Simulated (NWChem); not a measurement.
The numbers come from NWChem runs, not from measurements. System: HCl$_{2}$Ge, charge 0, spin multiplicity 2, at a geometry optimised with UPBE0/def2-SVP. The structure started from a generated list of species. Its SCF solution wasn't tested for a lower state. Level: UPBE/def2-TZVP.

Job file:

```
start mol
memory heap 200 mb stack 900 mb global 1100 mb
geometry units angstroms nocenter noautoz
  Cl    -0.550560    -0.319141     1.753949
  Ge     0.525494     0.350853     0.000000
  Cl    -0.550560    -0.319141    -1.753949
  H      1.903258    -0.376504     0.000000
  symmetry group Cs
end
basis spherical
  * library def2-tzvp
end
dft
  xc xpbe96 cpbe96
  odft
  mult 2
  semidirect memsize 60000000 filesize 0
  iterations 100
end
task dft energy
```

Part of the output:

```
             Northwest Computational Chemistry Package (NWChem) 7.3.0
             --------------------------------------------------------

                                NWChem Input Module
                                -------------------

 Scaling coordinates for geometry "geometry" by  1.889725989
 (inverse scale =  0.529177249)

 Turning off AUTOSYM since
 SYMMETRY directive was detected!

                             Geometry "geometry" -> ""
                             -------------------------

 Output coordinates in angstroms (scale by  1.889725989 to convert to a.u.)

  No.       Tag          Charge          X              Y              Z
 ---- ---------------- ---------- -------------- -------------- --------------
    1 Cl                  17.0000    -0.55056000    -0.31914100     1.75394900
    2 Ge                  32.0000     0.52549400     0.35085300     0.00000000
    3 Cl                  17.0000    -0.55056000    -0.31914100    -1.75394900
    4 H                    1.0000     1.90325800    -0.37650400     0.00000000

 Effective nuclear repulsion energy (a.u.)     326.4790443289

            Nuclear Dipole moment (a.u.)
            ----------------------------
        X                 Y               Z
 ---------------- ---------------- ----------------
     0.0000491329    -0.0000037795     0.0000000000

      Symmetry information
      --------------------

 Group name             Cs
 Group number              2
 Group order               2
 No. of unique centers     3

      Symmetry unique atoms

     1    2    4


 Summary of "ao basis" -> "" (spherical)
 ------------------------------------------------------------------------------
       Tag                 Description            Shells   Functions and Types
 ---------------- ------------------------------  ------  ---------------------
 *                         def2-tzvp                  on all atoms

  pbe96 is a nonlocal functional; adding pw91lda local functional.

                                 NWChem DFT Module
                                 -----------------

 Summary of "ao basis" -> "ao basis" (spherical)
[...]
 overlap   0.903  0.928  0.970  0.890  1.000  1.000  0.998  0.999  0.996  0.991

   alpha     31     32     33     34     35     36     37     38     39     40
    beta     31     32     33     34     35     36     37     38     39     40
 overlap   0.998  0.997  0.999  0.992  0.997  0.998  0.996  0.979  0.994  0.995

   alpha     41     42     43     44     45     46     47     48     49     50
    beta     42     41     43     44     45     46     47     49     51     48
 overlap   0.960  0.998  0.982  0.998  0.972  0.979  0.993  0.875  0.973  0.875

   alpha     51     52     53     54     55     56     57     58     59     60
    beta     50     52     53     54     55     56     57     58     59     60
 overlap   0.992  0.999  0.999  0.929  0.931  0.997  0.984  0.983  0.995  0.997

   alpha     61     62     63     64     65     66     67     68     69     70
    beta     61     62     63     64     65     66     67     68     69     70
 overlap   0.998  0.997  0.999  0.993  0.888  0.879  0.992  0.717  0.719  0.965

   alpha     71     72     73     74     75     76     77     78     79     80
    beta     71     73     72     74     75     76     77     78     79     80
 overlap   0.991  0.968  0.990  0.994  0.998  0.998  0.998  0.993  0.991  0.997

   alpha     81     82     83     84     85     86     87     88     89     90
    beta     81     82     83     84     85     86     87     88     89     91
 overlap   0.999  0.993  0.990  0.998  0.998  0.998  0.983  0.998  0.981  0.977

   alpha     91     92     93     94     95     96     97     98     99    100
    beta     90     92     93     94     95     96     97     98     99    100
 overlap   0.807  0.689  0.973  0.880  0.987  0.997  0.983  0.991  0.983  0.980

   alpha    101    102    103    104    105    106    107    108    109    110
    beta    102    101    103    104    105    106    107    108    109    110
 overlap   0.732  0.733  0.996  1.000  0.996  0.997  0.997  0.995  0.999  0.999

   alpha    111    112    113    114    115    116    117    118    119    120
    beta    111    112    113    115    114    116    117    118    119    120
 overlap   0.998  0.998  0.995  0.998  0.996  0.999  1.000  1.000  1.000  1.000

   alpha    121    122    123    124    125    126    127    128
    beta    121    122    123    124    125    126    127    128
 overlap   0.997  0.999  0.997  0.999  1.000  1.000  1.000  1.000

     --------------------------
     Expectation value of S2:
     --------------------------
      <S2> =      0.7520 (Exact =     0.7500)

 center of mass
 --------------
 x =   0.02946452 y =   0.04221575 z =   0.00000000

 moments of inertia (a.u.)
 ------------------
         826.506252546763         -89.794077474348           0.000000000000
         -89.794077474348         929.833015972344           0.000000000000
           0.000000000000           0.000000000000         219.696433508465

     Multipole analysis of the density
     ---------------------------------

     L   x y z        total         alpha         beta         nuclear
     -   - - -        -----         -----         ----         -------
     0   0 0 0     -0.000000    -34.000000    -33.000000     67.000000

     1   1 0 0      0.571291     -0.157006      0.728248      0.000049
     1   0 1 0      0.290723     -0.364766      0.655492     -0.000004
     1   0 0 1      0.000000      0.000000     -0.000000      0.000000

     2   2 0 0    -31.070549    -58.237790    -54.127867     81.295107
     2   1 1 0      0.301883    -20.324840    -19.216733     39.843456
     2   1 0 1      0.000000      0.000000      0.000000      0.000000
     2   0 2 0    -31.514673    -31.779060    -26.675077     26.939463
     2   0 1 1     -0.000000     -0.000000     -0.000000      0.000000
     2   0 0 2    -33.771575   -205.770570   -201.518124    373.517119

 Task  times  cpu:       10.8s     wall:       10.8s

 Total times  cpu:       10.8s     wall:       10.8s
```
